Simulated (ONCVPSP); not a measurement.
An all-electron radial function and its pseudo partner (S (Z = 16))

Columns: radius, all-electron u(r) and pseudo u(r) of the 2s shell (level -229.69 eV) of sulfur in the configuration [He] 2s2 2p6 3s2 3p2.5; PBEsol, scalar-relativistic, ONCV scheme, ONCVPSP 4.0.1.

```csv
r (bohr),all-electron,pseudo
0.040,-0.6880,0.2372
0.080,-0.5617,0.4668
0.120,-0.1441,0.6817
0.160,0.3244,0.8758
0.200,0.7392,1.0439
0.240,1.0625,1.1823
0.280,1.2877,1.2881
0.320,1.4268,1.3609
0.360,1.4940,1.4011
0.400,1.5045,1.4102
0.440,1.4740,1.3921
0.480,1.4135,1.3502
0.520,1.3337,1.2895
0.560,1.2420,1.2143
0.600,1.1443,1.1290
0.640,1.0451,1.0380
0.680,0.9474,0.9448
0.720,0.8536,0.8528
0.760,0.7649,0.7646
0.800,0.6824,0.6821
0.840,0.6064,0.6062
0.880,0.5369,0.5367
0.920,0.4740,0.4739
0.960,0.4175,0.4174
1.000,0.3668,0.3667
1.040,0.3217,0.3216
```

Task: How many radial nodes do the two functions have?

Result: The all-electron 2s function has n − l − 1 = 1; the pseudo-wave has 0, since the states of the same l below it are removed with the core.

Task: At about which radius was the pseudo-wave matched?

Result: 0.80 bohr, where the columns begin to agree (steps of 0.04 bohr).

Task: Where does each function peak?

Result: Outermost all-electron maximum near 0.40 bohr, pseudo maximum near 0.40 bohr (to the table’s step).

Task: Is the pseudo-wave norm-conserving?

Result: Yes: the ONCV scheme keeps the norm inside the radius equal to the all-electron one, which fixes the energy derivative of the logarithmic derivative at the level.
